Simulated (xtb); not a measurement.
CH₈N₂O₂Si, SMILES CN[Si](N)(O)O. All values are semi-empirical tight-binding results from xtb (GFN2-xTB unless named), good for trends rather than for accurate numbers. Coordinates come from a GFN2-xTB optimisation. The structure was generated by enumeration, and PubChem lists no compound with its InChIKey, so it may never have been made. The values are those of a single conformer.

Optimised geometry:

```xyz
14

C      2.3174     0.0690     0.5951
N      1.0959     0.7500     0.2452
Si    -0.3958    -0.0249    -0.1082
N     -1.3412     1.2305    -0.8267
O     -1.2455    -0.6461     1.1536
O     -0.0764    -1.3246    -1.0363
H      2.4088    -0.1096     1.6741
H      2.3344    -0.8915     0.0861
H      3.1814     0.6514     0.2676
H      1.0721     1.6977     0.5823
H     -0.9214     1.7206    -1.5984
H     -2.2904     0.9941    -1.0662
H     -1.6175    -0.0413     1.7881
H     -0.2375    -2.1846    -0.6573
```
Charge 0, spin multiplicity 1.

```yaml
orbital_gap: 7.52 eV
dipole_moment: 1.32 D
zero_point_energy: 67.0 kcal/mol
G − E(el) at 298.15 K (modified RRHO): 45.6 kcal/mol
static polarisability (D4 model): 75.4 bohr³
solvation energy, GFN2-xTB/ALPB(water): -10.3 kcal/mol
solvation energy, GFN2-xTB/ALPB(octanol): -10.9 kcal/mol
```

Computed atomic charges and the Wiberg bond orders between heavy atoms:
charges (e) C1 -0.03, N2 -0.33, Si3 0.63, N4 -0.43, O5 -0.50, O6 -0.48, H7 0.02, H8 0.04, H9 0.03, H10 0.14, H11 0.15, H12 0.15, H13 0.30, H14 0.31. Bond orders C1–N2 1.04, N2–Si3 1.05, Si3–N4 1.05, Si3–O5 1.08, Si3–O6 1.12.
